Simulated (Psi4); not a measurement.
A dimer, CH3Li ··· H3N (SMILES [Li][CH3] and N); the first 5 atoms form monomer A.

```
9

Li    -1.2784    -0.7627    -1.0638
C      0.0979     0.0584     0.0816
H      0.6732    -0.6838     0.6501
H     -0.3253     0.7486     0.8229
H      0.8326     0.6395    -0.4908
N     -3.8905     0.2028    -3.3632
H     -4.8121     0.3660    -2.9742
H     -3.4311     1.1031    -3.4393
H     -4.0183    -0.1515    -4.3042
```

Problem. What interaction energy does SAPT0/jun-cc-pVDZ, all electrons correlated run with Psi4 1.11 give, and which attractive term is the largest?

Solution. Total -5.80 kcal/mol: electrostatics -5.40, exchange 0.12, induction -0.41, dispersion -0.11. The most attractive term is electrostatics.
